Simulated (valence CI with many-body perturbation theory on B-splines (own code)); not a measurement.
# As¹⁷⁺: key properties

Calculated by configuration interaction combined with many-body perturbation theory (CI+MBPT): six valence electrons over a frozen Dirac-Fock core [Ne], a basis of 9 s, 9 p, 8 d, 6 f, 3 g, 1 h functions for each j, with the one-electron correlation potential Σ1, the two-electron term Σ2, the three-electron term Σ3, Breit, model QED; selected CI, second order for the rest, scaled by the run's own slope (own B-spline code, finite nucleus).

No measured spectrum was set against this ion. As an estimate, levels of excited configurations hold to 0.05 to 0.15 % of their energy, terms of the ground configuration to about 0.5 %. Among the levels kept, up to 1400 cm⁻¹ of a level comes from second order outside the variational space, and about a tenth of that is noise between levels of different J, which matters for small intervals.

Rates and lifetimes use the calculated energies. Strong lines usually hold to 10 to 20 %, long lifetimes can be off by a factor of two.

**Question.** What is the ground level?

**Answer.** 3s²3p⁴ ³P_2, composition 85 % 3s²3p⁴ ³P + 12 % 3s²3p⁴ ¹D, g = 1.436.

**Question.** Among levels below 105.10 eV, which E1 lines absorb most strongly from the ground level?

**Answer.** to 3s²3p³3d ³D°_3 at 11.84 nm, f = 0.334; to 3s²3p³3d ³D°_3 at 12.02 nm, f = 0.273; to 3s²3p³3d ³P°_2 at 12.22 nm, f = 0.272.

**Question.** How is the term ³P of the ground level split?

**Answer.** J = 2 at 0.00, J = 0 at 4.59, J = 1 at 6.10 eV.

**Question.** What is the ionisation energy?

**Answer.** 673.82 eV; NIST lists 672.9 ± 0.9 eV (semi-empirical).

**Question.** How well does LS coupling describe the low levels?

**Answer.** Among the lowest 20 levels the leading LS term, summed over configurations, holds 82 % on average. For single configurations the figures are 75 % in LS and 63 % in jj coupling. Terms mix most in the J = 2 level at 78.39 eV, where the leading one holds 40 %.
